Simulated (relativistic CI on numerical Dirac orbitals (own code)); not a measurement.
Cr⁴⁺ in a cubic cluster: 1s photoemission with charge transfer

Computed with a charge-transfer multiplet model of a cubic metal-ligand cluster with up to 2 ligand holes, Slater and spin-orbit integrals from Dirac-Coulomb-Breit ions, Slater integrals scaled by 0.8. The ground state mixes d2 with configurations of k ligand holes L, whose averages lie at kΔ + k(k − 1)U_dd/2; a core hole lowers each added d electron by U_cd. 300 K, Lorentzian 1.1 eV and Gaussian 0.6 eV FWHM.

Atomic integrals in eV (Slater integrals scaled, ζ unscaled), ground: F2dd 9.377, F4dd 5.906, zeta_d 0.039; with the core hole: F2dd 10.671, F4dd 6.745, zeta_d 0.058, G2cd 0.057.

Cluster parameters (eV): U_dd = 5.6, U_cd = 6.3, 10Dq = 0.25, 10Dq(ligand) = 0.7, V(eg) = 2.15, V(t2g) = -0.98, final-state hopping factor = 0.8.

| Case | n_d | d2 | d3L | d4L2 | S |
| --- | --- | --- | --- | --- | --- |
| Δ = -1.6 eV | 3.05 | 0.17 | 0.60 | 0.23 | 1.00 |
| Δ = 0.4 eV | 2.86 | 0.28 | 0.57 | 0.14 | 1.00 |
| Δ = 3.4 eV | 2.56 | 0.50 | 0.44 | 0.06 | 1.00 |

Weights, n_d and S are thermal averages at 300 K. Binding energies count from the first peak over 30 % of the highest in each spectrum, which can be another peak from case to case. The parameters are a model scan and need not match a compound or its usual spin state. Peaks in eV (height, largest 100):
- Δ = -1.6 eV: 0.0 (100), 2.7 (20), 8.2 (10)
- Δ = 0.4 eV: 0.0 (100), 3.0 (15), 6.3 (5), 8.2 (11)
- Δ = 3.4 eV: 0.0 (100), 3.6 (11), 8.3 (15)

Curve for Δ = -1.6 eV (points under 2 left out, the grid thinned):

| E (eV) | Intensity |
| --- | --- |
| -3.8 | 2.6 |
| -3.4 | 3.2 |
| -3.0 | 4.1 |
| -2.6 | 5.4 |
| -2.2 | 7.4 |
| -1.8 | 10.8 |
| -1.4 | 17.3 |
| -1.0 | 30.7 |
| -0.6 | 58.4 |
| -0.2 | 93.6 |
| 0.2 | 93.1 |
| 0.6 | 58.6 |
| 1.0 | 32.7 |
| 1.4 | 20.9 |
| 1.8 | 16.3 |
| 2.2 | 16.7 |
| 2.6 | 19.6 |
| 3.0 | 18.6 |
| 3.4 | 13.0 |
| 3.8 | 8.4 |
| 4.2 | 6.2 |
| 4.6 | 5.2 |
| 5.0 | 4.7 |
| 5.3 | 4.5 |
| 5.7 | 4.3 |
| 6.1 | 4.1 |
| 6.5 | 4.0 |
| 6.9 | 4.5 |
| 7.3 | 5.8 |
| 7.7 | 8.2 |
| 8.1 | 10.4 |
| 8.5 | 9.7 |
| 8.9 | 7.9 |
| 9.3 | 7.0 |
| 9.7 | 6.5 |
| 10.1 | 6.3 |
| 10.5 | 6.0 |
| 10.9 | 5.7 |
| 11.3 | 5.2 |
| 11.7 | 4.3 |
| 12.1 | 3.4 |
| 12.5 | 2.7 |
| 17.1 | 2.0 |
| 17.5 | 2.5 |
| 17.9 | 2.1 |

For the case Δ = 0.4 eV, Δ = 0.4 eV is smaller than U_dd = 5.6 eV, the charge-transfer side of the Zaanen-Sawatzky-Allen scheme. With the core hole the configuration with one ligand hole lies at Δ − U_cd = -7.9, -5.9, -2.9 eV from the one without, in the order of the table; where this is negative the screened configuration lies lower, though the effective hopping of about 3.5 eV (from the holes of the mixed ground state) mixes the two strongly wherever it is as large as the gap.

With at most 2 ligand holes the space is cut while the next configuration still counts, so covalency is underestimated, and a final configuration with one more ligand hole, which can lie low, is missing from the spectra.
